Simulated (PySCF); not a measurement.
**CuN(OH), quartet: computed properties**

Method: UPBE0 in PySCF with Cu def2-TZVP, N def2-TZVP, O def2-TZVP, H def2-TZVP; no relativity; density-fitted integrals.

The structure is a minimum.

Z-matrix (Å, degrees; charge 0 multiplicity 4):
```
Cu
N  1 1.7527
O  1 1.7824 2 160.96
H  3 0.9589 1 116.48 2 91.19
```

```
Point group                                                                   : C1
Bond lengths                                                                  : Cu–N 1.753 Å, Cu–O 1.782 Å, O–H 0.959 Å
Bond angles                                                                   : Cu–O–H 116.5°, N–Cu–O 161.0°
Heat capacity Cp at 298.15 K                                                  : 61.2 J/(mol K)
Entropy at 298.15 K and 1 bar (electronic part: spin only)                    : 295.6 J/(mol K)
Lowest empty level (β)                                                        : -4.71 eV
Rotational constants                                                          : 6.801, 0.1749, 0.1728 cm⁻¹
Rotational symmetry number                                                    : 1
Atomisation energy without zero-point energy                                  : 843 kJ/mol
Enthalpy at 298.15 K above 0 K                                                : 14.40 kJ/mol
Principal quadrupole moments (Buckingham, traceless) about the centre of mass : -8.28, 1.81, 6.47 D Å
Principal polarisabilities                                                    : 22.5, 22.6, 93.1 bohr³
Highest occupied level (β)                                                    : -7.46 eV
Zero-point energy                                                             : 36.6 kJ/mol
Dipole moment                                                                 : 1.91 D
Spin squared ⟨S²⟩                                                             : 3.764
```

Harmonic modes (masses in u: Cu 62.930, N 14.003, O 15.995, H 1.008):
```
symmetry  ω (cm⁻¹)  IR (km/mol)
       a        90         18.5
       a       234         87.5
       a       540          5.8
       a       664          178
       a       683         16.2
       a      3903          107
```

Charges (e):
```json
{"atom": "Cu1", "Mulliken": "0.49", "Löwdin": "0.25", "polar tensor": "0.81", "spin (Mulliken)": "0.52", "Mayer order to Cu1": "–"}
{"atom": "N2", "Mulliken": "-0.13", "Löwdin": "0.00", "polar tensor": "-0.24", "spin (Mulliken)": "2.38", "Mayer order to Cu1": "1.16"}
{"atom": "O3", "Mulliken": "-0.67", "Löwdin": "-0.40", "polar tensor": "-0.83", "spin (Mulliken)": "0.11", "Mayer order to Cu1": "0.97"}
{"atom": "H4", "Mulliken": "0.32", "Löwdin": "0.15", "polar tensor": "0.27", "spin (Mulliken)": "0.00", "Mayer order to Cu1": "0.01"}
```
Other Mayer orders above 0.3: O–H 0.89.

Mulliken populations on Cu1: s 6.61, p 12.30, d 9.61, f 0.00.

This need not be the most stable arrangement of these atoms. Other spin states or occupations of the open shell can lie lower.

The final relaxation and frequency run took 100 s on 4 threads of a shared Arm Neoverse N1 host, with 113 basis functions and 21 gradients; the process peaked at 1.3 GiB. Launch command: `OMP_NUM_THREADS=4 python axn.py task.json out`.
